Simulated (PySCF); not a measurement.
Species: C6H7O2 (doublet state).
Z-matrix (Å and degrees, GFN2-xTB geometry), rows numbered from 1:
```
C 
O   1  1.4162
C   2  1.3253  1  120.01
C   3  1.4258  2  128.32  1     0.07
O   4  1.2422  3  125.07  2    -0.04
C   4  1.4491  3  112.35  2   179.97
C   6  1.3118  4  151.16  3    -0.17
C   7  1.4948  6   64.39  4  -179.95
H   1  1.0892  2  105.76  3   179.91
H   1  1.0916  2  111.07  3   -60.28
H   1  1.0915  2  111.03  3    60.14
H   3  1.0805  2  112.04  1  -179.94
H   7  1.0622  6  151.11  8   179.91
H   8  1.0841  6  119.49  7   106.17
H   8  1.0840  6  119.50  7  -106.13
```

The hyperfine couplings belong to this conformer and change with its torsions.

The species is `CO[CH]C(=O)C1=CC1` [radical].

The calculation used PySCF, UKS B3LYP, pcH-1 on C H O, non-relativistic, mean-field spin-orbit, GIAO. Isolated species at its GFN2-xTB geometry (one conformer only). Couplings are sensitive to structure, and on GFN2-xTB geometries they can be far from those on DFT ones. Stability of the SCF solution: not tested.

(1) What is the g tensor, term by term?

(2) What are the electron Larmor frequencies g μB B/h along the three axes at 330 mT?

(3) What effective moment and Curie constant follow for a powder?

(4) In a frozen sample, at which fields do the three g values resonate at 9.5, 34, 94 and 263 GHz (hyperfine left aside), and which band first spreads them over more than twice a line width of 0.5 mT?

## Answers

(1) 
```
                    Δg (ppt)      1      2      3
relativistic mass correction  -0.24  -0.24  -0.24
            gauge correction  -0.01   0.05   0.04
   orbital Zeeman/spin–orbit  -0.02   2.96   5.92
                       total  -0.28   2.76   5.72
```

So g = 2.00204, 2.00508, 2.00804 and g_iso = 2.00505; the tensor is rhombic: the two nearest values differ by 49 % of g3 − g1. Axes: g2 points within 8° of the O2–C3 bond and g3 points within 9° of the C4–O5 bond.

(2) 9.2469, 9.2610, 9.2747 GHz for g1, g2 and g3, a range of 27.7 MHz.

(3) With the mean of g² = 4.0202 and S(S+1) = 0.75: μ_eff = √(⟨g²⟩S(S+1)) = 1.736 μB and χT = 0.12505·⟨g²⟩·S(S+1) = 0.377 cm³ K/mol (cgs; spin-Hamiltonian part alone).

(4) 
```json
{"band": "X", "GHz": "9.5", "B(g3) mT": "338.02", "B(g2) mT": "338.52", "B(g1) mT": "339.03", "spread mT": "1.01"}
{"band": "Q", "GHz": "34.0", "B(g3) mT": "1209.75", "B(g2) mT": "1211.53", "B(g1) mT": "1213.37", "spread mT": "3.63"}
{"band": "W", "GHz": "94.0", "B(g3) mT": "3344.60", "B(g2) mT": "3349.53", "B(g1) mT": "3354.62", "spread mT": "10.02"}
{"band": "J", "GHz": "263.0", "B(g3) mT": "9357.76", "B(g2) mT": "9371.56", "B(g1) mT": "9385.80", "spread mT": "28.04"}
```

The spread grows in proportion to the frequency. X band is the first where it exceeds 1.0 mT.

Largest spin populations (Mulliken): C3 (+0.53), O5 (+0.31), O2 (+0.15) and C7 (+0.09). The angles at C3 add up to 360.0°, so it is planar.

The HOMO–LUMO gaps are 4.32 eV among the α and 3.84 eV among the β orbitals.
